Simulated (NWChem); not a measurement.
# C$_{2}$H$_{6}$Al cation; SMILES [CH3][Al+][CH3]

```xyz
9

Al     0.0000     0.0000     0.0000
C      0.0000     0.0000     1.9262
H     -0.9294     0.4397     2.3084
H      0.8455     0.5850     2.3084
H      0.0839    -1.0247     2.3084
C      0.0000     0.0000    -1.9262
H     -0.8455    -0.5850    -2.3084
H      0.9294    -0.4397    -2.3084
H     -0.0839     1.0247    -2.3084
```
Atoms are numbered in this order, from 1.

Structure relaxed at the B3LYP/6-31G* (spherical d) level.

**Question.** List the 6 lowest vertical singlet excitations from BHandHLYP/6-31G* (spherical d), full TDDFT (NWChem).

**Answer.** 
| state | energy (eV) | oscillator strength | leading excitation (squared amplitude) |
|---|---|---|---|
| S1 | 6.10 | 0.000 | HOMO → LUMO (0.97) |
| S2 | 6.10 | 0.000 | HOMO → LUMO+1 (0.97) |
| S3 | 7.30 | 0.558 | HOMO → LUMO+2 (0.95) |
| S4 | 9.04 | 0.000 | HOMO−1 → LUMO+2 (0.77) |
| S5 | 9.18 | 0.101 | HOMO−1 → LUMO (0.84) |
| S6 | 9.18 | 0.101 | HOMO−1 → LUMO+1 (0.84) |
